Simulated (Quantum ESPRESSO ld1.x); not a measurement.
Task: Species: Pt+. Configuration: [Xe] 4f14 5d8 6f1 (not the ground configuration). Method: scalar-relativistic Kohn-Sham, LDA (Slater exchange, Perdew-Wang correlation), spin-polarised, spherical densities, point nucleus; open shells are filled with parallel spins first; computed with ld1.x of Quantum ESPRESSO 7.5. Some entries of the table are withheld. Estimate them.

| orbital | occ. | eigenvalue (eV) | <r> (bohr) |
|---|---|---|---|
| 1s up | 1 | -78394.3 | 0.01715 |
| 1s down | 1 | -78394.3 | 0.01715 |
| 2s up | 1 | -13788.4 | 0.07238 |
| 2s down | 1 | -13788.3 | 0.07238 |
| 2p up | 3 | -11955.7 | 0.06525 |
| 2p down | 3 | -11955.6 | 0.06525 |
| 3s up | 1 | -3252.66 | 0.1872 |
| 3s down | 1 | -3252.59 | 0.1872 |
| 3p up | 3 | -2719.08 | 0.1883 |
| 3p down | 3 | -2719.01 | 0.1883 |
| 3d up | 5 | -2139.82 | 0.1705 |
| 3d down | 5 | -2139.71 | 0.1705 |
| 4s up | 1 | -712.922 | 0.4153 |
| 4s down | 1 | -712.782 | 0.4153 |
| 4p up | 3 | -537.898 | 0.4422 |
| 4p down | 3 | -537.758 | 0.4422 |
| 4d up | 5 | -325.415 | 0.4685 |
| 4d down | 5 | -325.249 | 0.4684 |
| 5s up | 1 | -121.104 | 0.9510 |
| 5s down | 1 | -120.184 | 0.9492 |
| 4f up | 7 | -89.1665 | 0.5164 |
| 4f down | 7 | -88.9271 | 0.5156 |
| 5p up | 3 | -75.1443 | 1.100 |
| 5p down | 3 | -74.0424 | 1.098 |
| 5d up | 5 | -24.2066 | 1.556 |
| 5d down | 3 | -23.0136 | 1.565 |
| 6f up | 1 | -1.8668 | (1) |
| 6f down | 0 | -1.6842 | (2) |

Result: 
(1) 6f up <r> (bohr): 14.13
(2) 6f down <r> (bohr): 14.51
